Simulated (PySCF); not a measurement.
# Reading the logs of faulty runs: AlCFH3Si

These are calculations, not measurements. The program is PySCF 2.14.0, an open-source quantum chemistry code, run on an isolated molecule that a program drew, which may never have been made. The molecule is AlCFH3Si (charge 0, doublet), drawn as the SMILES string `[F][Al][CH]=[SiH2]`.

Each row is a Hartree-Fock (HF) and frozen-core CCSD(T) single point in the cc-pV(D+d)Z basis, meant for a local HF minimum. Run 1 is clean. Each other run has one planted mistake out of seven kinds, and not every kind appears here: one electron removed, one electron added, multiplicity raised by two, geometry at a saddle point, minimal basis STO-3G, one bond length entered in bohr, all coordinates scaled. The reference is restricted for singlets and unrestricted otherwise, and also for a bond in bohr. Adding or removing an electron swaps singlet and doublet. Electrons count all cores. HOMO and LUMO are orbital energies over both spins, the gradient is its largest component, and the lowest frequency (negative if imaginary) is given only where the gradient is small. Bond lengths are over the 6 bonds as drawn. T1 is the CCSD diagnostic: over 0.02 (restricted) or 0.045 (unrestricted) a single reference is doubtful.

Geometry of the clean run:
```xyz
7
AlCFH3Si, angstrom
F     0.5431   -1.1252   -3.5653
Al   -0.4903    0.0944   -3.0904
C    -0.3319    0.6499   -1.2577
Si    0.7902   -0.0580   -0.1808
H    -0.9699    1.4412   -0.8687
H     0.9463    0.3347    1.2321
H     1.7081   -1.1340   -0.5787
```

| run | electrons | basis functions | <S^2> | HOMO (eV) | LUMO (eV) | gradient (hartree/bohr) | lowest frequency (cm^-1) | mean bond (Å) | longest bond (Å) | T1 | HF (hartree) | CCSD(T) (hartree) | mistake |
|---|---|---|---|---|---|---|---|---|---|---|---|---|---|
| 1 | 45 | 89 | 0.833 | -8.39 | 1.20 | 4.0e-05 | 104 | 1.5550 | 1.922 | 0.0271 | -669.91892 | -670.42806 | no fault |
| 2 | 45 | 31 | 1.278 | -4.32 | 7.41 | 3.1e-02 | - | 1.5550 | 1.922 | 0.0685 | -661.70910 | -661.89679 | minimal basis STO-3G |
| 3 | 44 | 89 | 0.000 | -14.34 | -6.61 | 4.3e-02 | - | 1.5550 | 1.922 | 0.0197 | -669.64349 | -670.15248 | one electron removed |
| 4 | 45 | 89 | 3.778 | -6.28 | -0.14 | 7.9e-02 | - | 1.5550 | 1.922 | 0.0179 | -669.84691 | -670.32231 | multiplicity raised by two |
| 5 | 45 | 89 | 0.757 | -8.03 | 1.27 | 4.4e-02 | - | 1.4742 | 1.822 | 0.0165 | -669.89783 | -670.39974 | ? |
| 6 | 45 | 89 | 2.268 | -8.52 | 0.56 | 1.9e-02 | - | 1.8084 | 3.229 | 0.0701 | -669.79611 | -670.25902 | ? |

**Which mistake was planted in run 5, and what did it cost?**

The mean and the longest bond both change by the same factor, 0.948, and the gradient is no longer small. So the mistake is: all coordinates scaled. Subtracting run 1 and multiplying by 627.51 kcal/mol a hartree, the energy moved by 13.2 kcal/mol in HF and 17.8 kcal/mol in CCSD(T).

**Which mistake was planted in run 6, and what did it cost?**

The mean bond changes by a factor of 1.163 and the longest by 1.680, so the molecule wasn't scaled as a whole. A length L in bohr read as angstrom grows by (1/0.5292 - 1) L = 0.890 L. The 6 bonds together grew by 6 x 0.2534 = 1.520 Å, which gives L = 1.709 Å. That is bond C3-Si4, 1.709 Å in the clean geometry. So the mistake is: one bond length entered in bohr. Subtracting run 1 and multiplying by 627.51 kcal/mol a hartree, the energy moved by 77.1 kcal/mol in HF and 106.1 kcal/mol in CCSD(T).

Cautions from the logs. Run 2: T1 is over the limit, so its CCSD(T) energy is less reliable; run 6: T1 is over the limit, so its CCSD(T) energy is less reliable.
